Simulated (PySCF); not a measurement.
Compound: GeEtH3, C2H8Ge.
Bonds: Ge1–C2, C2–C3. Hydrogens: H9, H10, H11 on Ge1; H4, H5 on C2; H6, H7, H8 on C3.

Lines to be assigned: C 1s: 290.34 (area 1), 290.74 (area 1) eV.

Computed, not measured: delta-SCF UKS SCAN, pcX-2 on the ionised atom, pcseg-1 elsewhere, spin-free X2C (PySCF 2.14.0). Geometry: PBE0-D3(BJ)/def2-SVP; no solvent, vibrations or thermal averaging.

(1) Order the carbon atoms by C 1s binding energy.

Results:

(1) 290.34 eV: C2 (carbon bonded to C, Ge and 2 H); 290.74 eV: C3 (carbon bonded to C and 3 H). Lowest listed C 1s: C2, bonded to C, 2 H and Ge. Highest, 0.40 eV above it: C3, bonded to C and 3 H.

Bonded neighbours of each site: C2: C, 2 H and Ge; C3: C and 3 H.

**Question.** Which photon wavelength matches the C 1s of C2 threshold?

**Answer.** λ = hc/E = 12398.42 eV Å / 290.34 eV = 42.703 Å.

No level of germanium is listed.

Hardware: one thread of an AMD EPYC, shared host with 64 logical CPUs at a one-minute load of 59. Cost: 12 s wall, 0.48 GiB resident at most.
